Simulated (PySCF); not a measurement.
Species: [AlCl3(PMe3)], C₃H₉AlCl₃P.
Atom-mapped SMILES: `[CH3:1][P+:2]([CH3:3])([CH3:4])[Al-:5]([Cl:6])([Cl:7])[Cl:8]` (hydrogens: H9, H10, H11 on C1; H12, H13, H14 on C3; H15, H16, H17 on C4)

Geometry (PBE0-D3(BJ)/def2-SVP, Å), atoms numbered from 1 in this order:
```xyz
17
C3H9AlCl3P angstrom
C     -1.2011    1.2665    1.0307
P      0.0221    0.0151    0.5403
C     -0.8433   -1.1813   -0.5192
C      0.5041   -0.8719    2.0516
Al     1.8996    0.9999   -0.5652
Cl     0.9598    1.8882   -2.2556
Cl     2.6046    2.3537    0.9171
Cl     3.0756   -0.7376   -0.9248
H     -0.7086    1.9859    1.7011
H     -1.5229    1.8064    0.1282
H     -2.0717    0.8194    1.5324
H     -1.7179   -1.6175   -0.0149
H     -0.1349   -1.9751   -0.7973
H     -1.1575   -0.6654   -1.4382
H      1.0045   -0.1616    2.7259
H     -0.3616   -1.3238    2.5575
H      1.2296   -1.6520    1.7779
```

Level of theory: core-valence-separated Tamm–Dancoff BHandHLYP/aug-pcX-1 (pcseg-1 on H, def2-SVPD on Al, def2-SVPD on P, def2-SVPD on Cl) in PySCF, non-relativistic, gas phase, PBE0-D3(BJ)/def2-SVP geometry. Absolute energies from this functional tend to lie a few eV below measured edges; no shift was applied.

The lowest roots of each edge with f over 0.003 (five at most, numbered afresh; weaker and dark ones are left out), with transition dipoles (au) in the frame of the coordinates:

```json
{"root": "1", "edge": "C", "E (eV)": "285.96", "μx": "-0.0139", "μy": "-0.0135", "μz": "0.0080"}
{"root": "2", "edge": "C", "E (eV)": "286.09", "μx": "-0.0413", "μy": "-0.0509", "μz": "-0.0471"}
{"root": "3", "edge": "C", "E (eV)": "286.10", "μx": "-0.0175", "μy": "0.0549", "μz": "-0.0560"}
{"root": "4", "edge": "C", "E (eV)": "286.11", "μx": "0.0586", "μy": "-0.0343", "μz": "-0.0333"}
{"root": "5", "edge": "C", "E (eV)": "286.74", "μx": "0.0112", "μy": "0.0454", "μz": "-0.0108"}
```

Task: What are the oscillator strengths?

Result: f = (2/3) ΔE |μ|², with ΔE in hartree (27.2114 eV):

```csv
root,ΔE (Eh),|μ|² (au),f,core hole on
1,10.5089,0.000439,0.003,C1/C3/C4
2,10.5135,0.006515,0.046,C1/C3/C4
3,10.5139,0.006456,0.045,C1/C3/C4
4,10.5142,0.005719,0.040,C1/C3/C4
5,10.5374,0.002303,0.016,C1/C3/C4
```

Task: Molecules are fixed in this frame and the field points along x. What effective strengths 3 f cos²θ do the roots have (θ between field and μ)?

Result: root 1 (C1/C3/C4): 0.004, root 2 (C1/C3/C4): 0.036, root 3 (C1/C3/C4): 0.006, root 4 (C1/C3/C4): 0.072, root 5 (C1/C3/C4): 0.003. Root 4 is the strongest. Averaged over all orientations cos²θ is 1/3, which gives f back.

